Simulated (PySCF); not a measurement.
## Unknown compound

The spectra below were simulated for a compound C5H6F2.

1H NMR (600 MHz, computed): δ 6.14 (qt, J = 2.0, 1.0 Hz, 1H), 2.93 (m, 2H), 2.08 (tq, J = 3.9, 1.9 Hz, 3H).

13C{1H} NMR (computed): δ 163.3 (C, t, J = 16.1 Hz), 137.5 (CH, t, J = 25.0 Hz), 122.0 (C, t, J = 334.8 Hz), 51.3 (CH2, t, J = 23.0 Hz), 19.1 (CH3).

A single conformation, no relativistic terms, averaged over atoms made equivalent by symmetry, fast rotation or ring inversion, isolated molecule. GIAO PBE0/pcSseg-1 shieldings; coordinates at the GFN2-xTB level; J couplings at B3LYP/pcJ-1 (spin–dipole term only in couplings to heteroatoms); PySCF.

References, each an isolated molecule treated in the same way: 1H and 13C against TMS.

Q: Propose a structure and justify it.

A: 
1. The formula gives 2 degrees of unsaturation (1 ring in the answer).
2. 5 carbon signals for 5 carbons: no two carbons are equivalent.
3. Carbon types of the structure: 2 × C, 1 × CH, 1 × CH2, 1 × CH3, which accounts for all hydrogens.
4. δC 163.3: fully substituted alkene carbon; an sp2 carbon of a C=C bond.
5. δC 137.5: alkene CH; an sp2 carbon of a C=C bond.
6. δC 122.0: allylic fully substituted sp3 carbon bonded to 2 F; 2 electronegative neighbours deshield it.
7. δC 51.3: allylic sp3 CH2; aliphatic region, no heteroatom directly attached.
8. δC 19.1: allylic methyl carbon; aliphatic region, no heteroatom directly attached.
9. δH 6.14: hydrogen on an alkene CH; a vinylic proton, deshielded by the sp2 carbon and the C=C anisotropy.
10. δH 2.93: hydrogen on an allylic sp3 CH2; allylic position.

These data were computed for `InChI=1S/C5H6F2/c1-4-2-5(6,7)3-4/h2H,3H2,1H3`.

The data come from this structure; uniqueness wasn't tested.

C–F couplings over four or more bonds (about 3 Hz to the para carbon of a fluoroarene) are left out. Common functionals overestimate the size of one-bond C–F couplings by tens of Hz; these are unscaled. Multiplet labels drop couplings under 1 Hz and merge nearly equal ones. Shifts are as computed. Against solution values, carbons near 30 ppm lie about +3 ppm off and those near 130 ppm about +5 ppm. Of 1309 compounds with measured shifts, 239 miss one by over three times the rms of a fit or turn the order of signals round; such compounds aren't used in these exercises.
